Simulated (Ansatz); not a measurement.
C2H8Si2, charge -1, doublet, at the geometry of the source list (a state made from the parent by changing its charge; the spin is typed, not shown lowest) (a gas-phase anion, which may not be bound at this level); MP2/6-31G** (Ansatz, an electronic-structure program).

The Ansatz input:
Ansatz 0.2 input:
```yaml
crystal:
  periodic: [false, false, false]
  atoms:
    - {symbol: C, position_ang: [0.25520000, 0.36050000, 1.25210000]}
    - {symbol: Si, position_ang: [1.34730000, -0.24900000, -0.20320000]}
    - {symbol: C, position_ang: [-0.25960000, -0.38980000, -1.24230000]}
    - {symbol: Si, position_ang: [-1.34250000, 0.28120000, 0.19250000]}
    - {symbol: H, position_ang: [0.50550000, 1.34690000, 1.63190000]}
    - {symbol: H, position_ang: [0.25060000, -0.30470000, 2.11220000]}
    - {symbol: H, position_ang: [2.30460000, 0.74140000, -0.69870000]}
    - {symbol: H, position_ang: [2.03750000, -1.52020000, 0.03680000]}
    - {symbol: H, position_ang: [-0.27460000, 0.21000000, -2.14790000]}
    - {symbol: H, position_ang: [-0.50430000, -1.40500000, -1.54560000]}
    - {symbol: H, position_ang: [-1.95990000, 1.58210000, -0.07140000]}
    - {symbol: H, position_ang: [-2.36000000, -0.65340000, 0.68360000]}
basis:
  gaussian:
    orbitals: 6-31G__.json
total_charge: -1
magnetization: {spin_polarized: true, initial_magnetization: 1}
correlation: {method: mp2}
```
The basis file holds 6-31G** in the JSON format of the Basis Set Exchange.

What the program printed (banner, timings and long lists left out):

```
Functional definition: HF
1038 factors; integrals over basis functions are off by at most 1.1e-3 eV
mean field evaluation 1: about -17906.5387 eV, gradient 1.5e1 eV
mean field evaluation 2: about -17906.6033 eV, gradient 1.5e1 eV
mean field evaluation 4: about -17908.3911 eV, gradient 1.9e0 eV
mean field evaluation 8: about -17908.4204 eV, gradient 2.4e-1 eV
mean field evaluation 16: about -17907.4280 eV, gradient 5.1e0 eV
mean field -17908.42215150 eV, -658.1223753032 hartree, gradient 2.7e-6 eV, S^2 0.772439; 4 other end points of the search recorded, 0 dependent functions left out
12 core orbitals not correlated
reference -17908.42215150 eV, -658.1223753032 hartree; 13, 12 occupied and 83, 84 virtual orbitals, 1038 factors
second order -13.47377725 eV of doubles, -0.00000000 eV of singles
Total energy: -17921.89592875 eV, -658.6175274841 hartree
```
